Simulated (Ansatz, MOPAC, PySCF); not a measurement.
Pair of molecules: HCl (SMILES Cl) (first 2 atoms) with CH2O (SMILES C=O); geometry from B3LYP-D3(BJ)/def2-TZVP, rigid monomers moved along the line of their centres of mass till H2···O4 is 1.67 Å.
(charge 0, multiplicity 1):
```xyz
6

Cl    -0.15234    -0.05621     0.44347
H      0.14962     0.49239     1.58776
C     -0.34371    -0.01505     3.81591
O      0.27461     0.82917     3.21965
H     -0.40869    -0.00569     4.91676
H     -0.86882    -0.82972     3.28805
```

| level | interaction energy (meV) | minus CCSD(T)/CBS(aug-cc-pV(D+d)Z, aug-cc-pV(T+d)Z) | cost |
|---|---|---|---|
| AM1 | 177.4 | 384.2 | - |
| PM3 | -127.6 | 79.2 | - |
| HF/aug-cc-pV(T+d)Z | -58.2 | 148.6 | - |
| BP86/6-31G* (no counterpoise) | -266.3 | -59.5 | - |
| B3LYP/6-31G* | -171.3 | 35.5 | - |
| PBE0-D3(BJ)/def2-TZVPPD | -263.0 | -56.3 | ×1 |
| wB97M-V/def2-TZVPPD | -213.6 | -6.9 | ×3 |
| MP2/6-31G* (no counterpoise) | -227.3 | -20.5 | - |
| MP2/CBS(aug-cc-pV(D+d)Z, aug-cc-pV(T+d)Z) | -241.0 | -34.3 | - |
| SCS-MP2/aug-cc-pV(D+d)Z | -124.9 | 81.8 | - |
| CCSD/aug-cc-pV(D+d)Z | -120.2 | 86.5 | - |
| CCSD/aug-cc-pV(T+d)Z | -157.4 | 49.3 | - |
| CCSD(T)/aug-cc-pV(D+d)Z | -140.8 | 65.9 | ×4 |
| CCSD(T)/CBS(aug-cc-pV(D+d)Z, aug-cc-pV(T+d)Z) | -206.8 | 0.0 | ×200* |

 The comparison column counts from a level with limits of its own.

The rows run from -266.3 (BP86/6-31G* (no counterpoise)) to 177.4 meV (AM1).

Counterpoise-corrected where a basis set is named; no monomer relaxation. Rows marked so take none.

Correlated levels freeze the cores. CBS(a, b) extrapolates the correlation energy as X⁻³ and adds the Hartree–Fock energy of set b. Rows in 6-31G* carry no dispersion term and start afresh at each structure (6-31G* with six Cartesian d functions). MP2/6-31G* freezes PySCF's default core. The state that AM1, PM3 reach isn't checked.

The values were computed with Ansatz (a program for electronic structure); MOPAC for AM1, PM3 (differences of heats of formation); PySCF for 6-31G* rows, the dispersion terms. Values without a source in brackets are computed.

Costs are rough ratios of core time to PBE/def2-TZVPPD (about 5 s over the structures, on one shared machine); a dash marks a level with no comparable run of its own. A star marks coupled-cluster runs past 200 virtual orbitals, where the program's memory plan changes under this machine's limit, so their costs aren't comparable with smaller runs.
